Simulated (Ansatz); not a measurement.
Start from `CO[CH2][AlH2]` and change one atom or group to get `CO[CH2][GaH][OH]`.

Ansatz, PBE0-D4/def2-TZVP geometries, multiplicity 1. Each molecule was computed in one conformer, which needn't be the lowest.

Scalar relativity is left out up to krypton.

```
                                          property  `CO[CH2][AlH2]`
    size of the dipole moment (PBE/def2-TZVPP) / D             1.32
             HOMO energy (ωB97M-V/def2-TZVPP) / eV            -9.84
size of the dipole moment (ωB97M-V/def2-TZVPP) / D             1.38
  size of the dipole moment (B3LYP/def2-TZVPP) / D             1.37
               LUMO energy (B3LYP/def2-TZVPP) / eV            -1.58
               HOMO energy (B3LYP/def2-TZVPP) / eV            -7.20
```

What does the change do to each property? (Estimate.)

The calculation gave: 
```tsv
property	`CO[CH2][GaH][OH]`	shift
size of the dipole moment (PBE/def2-TZVPP) / D	1.12	-0.20
HOMO energy (ωB97M-V/def2-TZVPP) / eV	-9.14	0.70
size of the dipole moment (ωB97M-V/def2-TZVPP) / D	1.32	-0.06
size of the dipole moment (B3LYP/def2-TZVPP) / D	1.27	-0.10
LUMO energy (B3LYP/def2-TZVPP) / eV	-1.14	0.44
HOMO energy (B3LYP/def2-TZVPP) / eV	-6.67	0.53
```

With PBE0 the HOMO rises by 0.58 eV and the LUMO rises by 0.49 eV, so the gap narrows by about 0.09 eV. PBE moves the HOMO by 0.38 eV and ωB97M-V by 0.70 eV. Dipoles are sizes alone; their direction can turn.

B3LYP here is the variant with VWN-RPA as its local correlation; programs differ in this.
